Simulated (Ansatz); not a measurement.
Computed with Ansatz on PBE0-D4/def2-TZVP structures; ΔE is electronic, products minus reactants. CBS: MP2 limit from def2 TZ/QZ plus the TZ coupled-cluster correction, frozen cores. DFT in def2-TZVPP. Each species was taken in one conformer, which may not be the lowest.

`CSC(F)[SiH3]` → `FCSC[SiH3]`  (isomerisation)

```json
{"level": "r2SCAN-D4", "ΔE (kJ/mol)": "-8.9", "difference from CCSD(T)/CBS": "2.3"}
{"level": "ωB97M-V", "ΔE (kJ/mol)": "-10.3", "difference from CCSD(T)/CBS": "0.9"}
{"level": "B2PLYP", "ΔE (kJ/mol)": "-9.7", "difference from CCSD(T)/CBS": "1.5"}
{"level": "r2SCAN", "ΔE (kJ/mol)": "-8.6", "difference from CCSD(T)/CBS": "2.6"}
{"level": "HF/def2-TZVPP", "ΔE (kJ/mol)": "-12.3", "difference from CCSD(T)/CBS": "-1.1"}
{"level": "SCS-MP2/def2-TZVPP", "ΔE (kJ/mol)": "-12.1", "difference from CCSD(T)/CBS": "-0.9"}
{"level": "CCSD/def2-TZVPP", "ΔE (kJ/mol)": "-12.4", "difference from CCSD(T)/CBS": "-1.2"}
{"level": "CCSD(T)/def2-TZVPP", "ΔE (kJ/mol)": "-12.1", "difference from CCSD(T)/CBS": "-0.9"}
{"level": "SCS-MP2/def2-QZVPP", "ΔE (kJ/mol)": "-11.7", "difference from CCSD(T)/CBS": "-0.5"}
{"level": "HF/CBS(def2)", "ΔE (kJ/mol)": "-12.4", "difference from CCSD(T)/CBS": "-1.2"}
{"level": "CCSD(T)/CBS", "ΔE (kJ/mol)": "-11.2", "difference from CCSD(T)/CBS": "0"}
```

Largest T1 diagnostic among the species: 0.012.
